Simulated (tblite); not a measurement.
Input of a run (GFN2-xTB geometry optimisation, gas phase (tblite 0.8.0)), started from a force field or distance geometry:
```
{"job": {"kind": "relax", "xc": "GFN2-xTB", "basis": "xTB"}, "charge": 0, "multiplicity": 2}
C      1.820100     0.239800     0.022200
O      0.714500    -0.005500    -0.804100
C     -0.463500    -0.125400    -0.115500
C     -0.785300     1.134200     0.608500
N     -1.022000     2.124100     1.193100
C     -0.509800    -1.214800     0.850700
N     -0.532100    -2.050600     1.622600
C     -1.543300    -0.254900    -1.136000
N     -2.704500    -0.694800    -0.765300
H      2.700100     0.309400    -0.630100
H      1.706200     1.175700     0.609300
H      2.034500    -0.621700     0.702700
H     -1.419300    -0.015200    -2.175900
```

Output (eV, eV/Å):
```
step      E/eV     max force
  0    -689.54508    6.281
  1    -689.25384   13.538
  2    -689.84598    4.366
  3    -689.80089    4.928
  4    -689.97483    1.081
  5    -689.98463    1.551
  6    -689.99980    1.342
  7    -690.01642    0.520
  8    -690.02849    0.271
  9    -690.03183    0.270
 10    -690.03529    0.165
 11    -690.03804    0.131
 12    -690.04001    0.098
 13    -690.04158    0.106
 14    -690.04365    0.136
 15    -690.04642    0.154
 16    -690.04945    0.139
 17    -690.05175    0.122
 18    -690.05320    0.090
 19    -690.05421    0.077
 20    -690.05502    0.071
 21    -690.05554    0.052
 22    -690.05578    0.040
 23    -690.05592    0.037
 24    -690.05606    0.033
 25    -690.05620    0.037
 26    -690.05632    0.030
 27    -690.05642    0.031
 28    -690.05656    0.033
 29    -690.05679    0.063
 30    -690.05713    0.083
 31    -690.05749    0.068
 32    -690.05774    0.039
 33    -690.05788    0.037
 34    -690.05801    0.031
 35    -690.05816    0.038
 36    -690.05829    0.034
 37    -690.05839    0.030
 38    -690.05848    0.026
 39    -690.05859    0.035
 40    -690.05870    0.032
 41    -690.05878    0.028
 42    -690.05883    0.020
 43    -690.05887    0.016
 44    -690.05890    0.020
 45    -690.05894    0.020
 46    -690.05898    0.018
 47    -690.05902    0.015
 48    -690.05905    0.018
 49    -690.05911    0.026
 50    -690.05921    0.037
 51    -690.05937    0.051
 52    -690.05957    0.051
 53    -690.05972    0.033
 54    -690.05980    0.026
 55    -690.05986    0.024
 56    -690.05990    0.026
 57    -690.05995    0.024
 58    -690.05999    0.019
 59    -690.06002    0.015
 60    -690.06006    0.019
 61    -690.06012    0.023
 62    -690.06017    0.021
 63    -690.06021    0.019
 64    -690.06024    0.020
 65    -690.06028    0.018
 66    -690.06032    0.016
 67    -690.06036    0.016
 68    -690.06039    0.019
 69    -690.06042    0.022
 70    -690.06047    0.024
 71    -690.06053    0.029
 72    -690.06058    0.032
 73    -690.06064    0.019
 74    -690.06068    0.017
 75    -690.06071    0.013
 76    -690.06073    0.014
 77    -690.06074    0.012
 78    -690.06075    0.013
 79    -690.06076    0.011
 80    -690.06077    0.009
```

Problem. Summarise the run.

Solution. The energy falls by 11.9 kcal/mol over 80 L-BFGS steps, the largest force on an atom goes from 6.28 to 0.009 eV/Å, and the atoms move by 0.146 Å rms after alignment. The bond that changes most is C8=N9 (ends: carbon bonded to C, N and H; nitrogen bonded to C), which shortens by 0.088 Å. Bonds longer at the end by more than 0.005 Å: 4 of 12; shorter: 6. Among the angles that change most is C3–C8–H13, from 124.0° to 107.4°. Among the dihedrals that turn most is C6–C3–C8–N9, from 37° to 57°. The energy rose by more than 1e-5 eV at steps 1 and 3.

Problem. What are the final bond lengths?

Solution. C1–O2 1.415 Å, O2–C3 1.407 Å, C3–C4 1.461 Å, C4≡N5 1.141 Å, C3–C6 1.460 Å, C6≡N7 1.141 Å, C3–C8 1.566 Å, C8=N9 1.208 Å, C1–H10 1.088 Å, C1–H11 1.094 Å, C1–H12 1.095 Å, C8–H13 1.097 Å. Numbering counts from 1 in the input's order; the species is `COC(C#N)(C#N)C=[N]` [radical].

Its GFN2-xTB frequencies are all real (lowest 52 cm⁻¹).

One conformer stands for the species.

All values are computed, not measured.
